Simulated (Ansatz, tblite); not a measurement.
Cost and result up the ladder for the cluster Si₅W₄ (9 atoms). Charge 0, multiplicity 1. Geometry: PBE-D4/def2-SVP.

```csv
atom,x (Å),y (Å),z (Å)
W1,-0.4554,1.5288,-1.6444
W2,-1.8831,-0.2321,-0.8145
W3,0.6565,-0.6092,-1.8331
W4,1.4655,1.4398,-0.1813
Si5,-0.3474,-2.1048,-0.1704
Si6,-0.8933,1.4791,0.7995
Si7,1.8731,-0.9897,0.2674
Si8,0.9244,0.3169,2.0072
Si9,-1.3402,-0.8287,1.5697
```

Ansatz on 4 threads of Intel Xeon on a shared host; xTB runs through tblite on one thread. Times are rough, summed over both states, and most runs start from the orbitals of an earlier one. No level here is sound enough to serve as a yardstick. The other state is a quintet at its own geometry, which has other bonds, so the gap mixes isomer and spin.

In the def2 sets W takes a core potential; there is no spin–orbit coupling. The xTB rows come from tblite. The structure comes from a short search, and lower isomers may exist.

xTB has no spin-polarisation term.

| level | functions | wall time |
| --- | --- | --- |
| GFN1-xTB | 81 | 0.18 s |
| GFN2-xTB | 81 | 0.62 s |
| PBE-D4/def2-TZVP | 345 | 75 s |
| r2SCAN-D4/def2-TZVP | 345 | 3.1 min |
| PBE0-D4/def2-TZVP | 345 | 4.8 min |

(1) Estimate what each level gives for the quintet − singlet (eV).

Answers

(1) 
```json
{"level": "GFN1-xTB", "quintet − singlet (eV)": "1.84", "remarks": "–"}
{"level": "GFN2-xTB", "quintet − singlet (eV)": "0.35", "remarks": "–"}
{"level": "PBE-D4/def2-TZVP", "quintet − singlet (eV)": "0.46", "remarks": "restricted SCF unstable in HF (singlet)"}
{"level": "r2SCAN-D4/def2-TZVP", "quintet − singlet (eV)": "0.07", "remarks": "restricted SCF unstable in HF (singlet)"}
{"level": "PBE0-D4/def2-TZVP", "quintet − singlet (eV)": "0.12", "remarks": "restricted SCF unstable in HF (singlet)"}
```
